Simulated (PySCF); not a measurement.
Compound: BH₃O₃.
Bonds: O1–B2, B2–O3, B2–O4. Hydrogens: H5 on O1; H6 on O3; H7 on O4.

Computed, not measured: PBE0-D3(BJ)/def2-TZVP geometry optimisation, gas phase in PySCF.

What internal coordinates does the optimisation give?

```
               bond  length (pm)   order
              O1–B2        137.6  single
       B2–O3, B2–O4        136.4  single
O1–H5, O3–H6, O4–H7         95.8  single
```

Bonds in one row agree within 1 pm and their mean is given. Orders are formal, as drawn. A selection of angles:
```
   angle  degrees
B2–O1–H5    115.8
O1–B2–O3    125.2
O1–B2–O4    118.3
O3–B2–O4    116.5
B2–O4–H7    111.6
```

Torsions: H5–O1–B2–O3 1° (synperiplanar); H6–O3–B2–O1 0° (synperiplanar); H7–O4–B2–O1 0° (synperiplanar).

B2 (three-coordinate boron) is planar (angles 125.2°, 118.3° and 116.5°, sum 360.0°, 0.00 Å off the plane of its three neighbours). Of the pairs four or more bonds apart, H5···H6 is among the closest relative to their van der Waals radii: 2.38 Å, 99 % of the sum of Bondi's values. The 4 heavy atoms lie in one plane (0.000 Å rms). O1 (boron-bound oxygen) is bent (angle 115.8°).

Point group: Cs (every atom within 0.08 Å of its image). PBE0-D3(BJ)/def2-TZVP frequencies: not computed here. The numbers are those of one conformer (H–O1–B2–O3 1°, O1–B2–O3–H 0°, O1–B2–O4–H 0°).

On Arm Neoverse N1, one thread, shared host with 64 logical CPUs at a one-minute load of 58, this took 73 s wall and 0.55 GiB of memory at its peak. That covers the optimisation of the geometry.
